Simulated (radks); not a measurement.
Question: The tungsten ion W4+, 70 electrons, occupied as [Xe] 4f14 5d2. All-electron calculation, scalar-relativistic Kohn-Sham, r2SCAN, spin-unpolarised, spherical densities, finite nucleus; meta-GGA in the generalised Kohn-Sham scheme; Fermi nuclear charge, rms radius 5.3658 fm. Program: a radial shooting solver on a logarithmic mesh with Libxc functionals. Some entries of the table are withheld. Estimate them.

| orbital | occ. | eigenvalue (hartree) | <1/r> (bohr^-1) | <r> (bohr) |
|---|---|---|---|---|
| 1s | 2 | -2557.997 | 87.05 | 0.01835 |
| 2s | 2 | -443.7981 | 20.37 | 0.07756 |
| 2p | 6 | -388.2561 | (1) | 0.06944 |
| 3s | 2 | -103.8090 | (2) | (3) |
| 3p | 6 | -87.28214 | 6.969 | 0.2012 |
| 3d | 10 | -68.23403 | (4) | 0.1824 |
| 4s | 2 | -22.89710 | 3.199 | 0.4496 |
| 4p | 6 | -17.45242 | 2.909 | 0.4778 |
| 4d | 10 | -10.51351 | 2.588 | 0.5113 |
| 5s | 2 | -4.55739 | 1.256 | 1.062 |
| 5p | 6 | -3.19229 | 1.072 | 1.221 |
| 4f | 14 | -2.83576 | 2.089 | 0.6041 |
| 5d | 2 | -1.58892 | 0.7775 | 1.648 |
| 6s | 0 | -1.36214 | 0.5224 | 2.468 |
| 6p | 0 | -1.04230 | 0.4343 | 2.935 |

Answer: 
(1) 2p <1/r> (bohr^-1): 18.45
(2) 3s <1/r> (bohr^-1): 7.555
(3) 3s <r> (bohr): 0.2008
(4) 3d <1/r> (bohr^-1): 6.575
